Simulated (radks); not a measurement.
K2.5+, configuration [Ne] 3s2 3p(up 2.5, down 2) (fractional occupations, a model configuration). Calculated with a radial shooting solver on a logarithmic mesh with Libxc functionals: scalar-relativistic Kohn-Sham, PBEsol, spin-polarised, spherical densities, point nucleus.

Normalised radial functions P(r) = r R(r), r in bohr:

```
   r/bohr * 2p down, o 3p down (the largest magnitude, 1.64, reaches the edge; | marks zero, & curves that meet)
 0.003761                             &
 0.005348                             &
 0.007665                             &
   0.0109                             &
   0.0155                             o*
  0.02204                             o*
  0.03158                             |o *
  0.04491                             | o  *
  0.06386                             |  o    *
   0.0908                             |   o        *
   0.1301                             |     o            *
   0.1851                             |       o                *
   0.2631                             |      o                   *
   0.3741                             |  o                    *
   0.5363                         o   |               *
   0.7625                 o           |      *
    1.084              o              | *
    1.542                o            *
     2.21                      o      *
    3.142                           o *
    4.468                             &
```

2p down: eigenvalue -312.54 eV, 0 radial nodes, <r> = 0.350 bohr, 90 % of the charge inside 0.579 bohr. 3p down: eigenvalue -46.451 eV, 1 radial node at r = 0.449 bohr, <r> = 1.32 bohr, 90 % of the charge inside 2.02 bohr.
